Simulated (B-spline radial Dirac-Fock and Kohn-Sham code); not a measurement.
**Total conversion coefficients of Co against transition energy**

Model: a Dirac-Hartree-Slater potential of the neutral atom with a Latter tail (no hole, which puts coefficients of high multipoles low close above an edge), finite nucleus with surface currents. Program: a radial finite-basis atomic code. Subshells within 1 keV of threshold and pair formation are left out.

| energy (keV) | E4 | E5 | M1 | M2 | M3 | M4 |
| --- | --- | --- | --- | --- | --- | --- |
| 12.7 | 1.38e+07 | 1.47e+09 | 14.8 | 1140 | 61300 | 4.71e+06 |
| 20 | 655000 | 4.36e+07 | 3.87 | 187 | 7130 | 311000 |
| 23 | 266000 | 1.50e+07 | 2.56 | 108 | 3690 | 140000 |
| 41.5 | 7250 | 193000 | 0.465 | 11.0 | 233 | 5120 |
| 41.6 | 7150 | 189000 | 0.462 | 10.9 | 230 | 5050 |
| 50 | 2470 | 52100 | 0.275 | 5.42 | 98.4 | 1840 |
| 57.4 | 1120 | 20100 | 0.187 | 3.24 | 52.3 | 864 |
| 77.8 | 203 | 2620 | 0.0807 | 1.06 | 13.2 | 168 |
| 87 | 109 | 1260 | 0.0596 | 0.708 | 8.03 | 92.4 |
| 100 | 50.6 | 507 | 0.0410 | 0.431 | 4.34 | 44.4 |
| 127 | 13.6 | 110 | 0.0218 | 0.187 | 1.54 | 12.8 |
| 178 | 2.21 | 13.3 | 0.00914 | 0.0595 | 0.373 | 2.35 |
| 200 | 1.19 | 6.53 | 0.00681 | 0.0406 | 0.232 | 1.33 |
| 235 | 0.513 | 2.48 | 0.00457 | 0.0241 | 0.122 | 0.615 |
| 288 | 0.182 | 0.754 | 0.00279 | 0.0127 | 0.0551 | 0.239 |
| 298 | 0.153 | 0.620 | 0.00257 | 0.0114 | 0.0484 | 0.204 |
| 358 | 0.0623 | 0.222 | 0.00166 | 0.00654 | 0.0244 | 0.0902 |
| 394 | 0.0395 | 0.132 | 0.00133 | 0.00492 | 0.0172 | 0.0596 |
| 498 | 0.0136 | 0.0392 | 0.000782 | 0.00251 | 0.00755 | 0.0224 |
| 500 | 0.0134 | 0.0384 | 0.000775 | 0.00248 | 0.00744 | 0.0221 |
| 659 | 0.00421 | 0.0103 | 0.000423 | 0.00116 | 0.00298 | 0.00748 |
| 843 | 0.00167 | 0.00360 | 0.000252 | 0.000613 | 0.00139 | 0.00305 |
| 1000 | 0.000928 | 0.00185 | 0.000178 | 0.000401 | 0.000838 | 0.00170 |
| 1010 | 0.000899 | 0.00178 | 0.000175 | 0.000392 | 0.000815 | 0.00165 |
| 1600 | 0.000231 | 0.000383 | 7.25e-05 | 0.000136 | 0.000236 | 0.000398 |
| 1820 | 0.000166 | 0.000263 | 5.75e-05 | 0.000103 | 0.000172 | 0.000277 |
| 1850 | 0.000159 | 0.000251 | 5.59e-05 | 9.94e-05 | 0.000165 | 0.000265 |
| 2000 | 0.000131 | 0.000203 | 4.87e-05 | 8.44e-05 | 0.000137 | 0.000215 |
| 2030 | 0.000127 | 0.000195 | 4.75e-05 | 8.19e-05 | 0.000132 | 0.000207 |

Problem. How fast do they fall between 1850 and 2030 keV?

Solution. As powers of the energy: E4 E^-2.45, E5 E^-2.75, M1 E^-1.75, M2 E^-2.08, M3 E^-2.39, M4 E^-2.69. Within one type (E or M) the higher multipoles fall faster.

Values without a named source are computed, but for edge energies of neutral atoms, which are taken from tables.
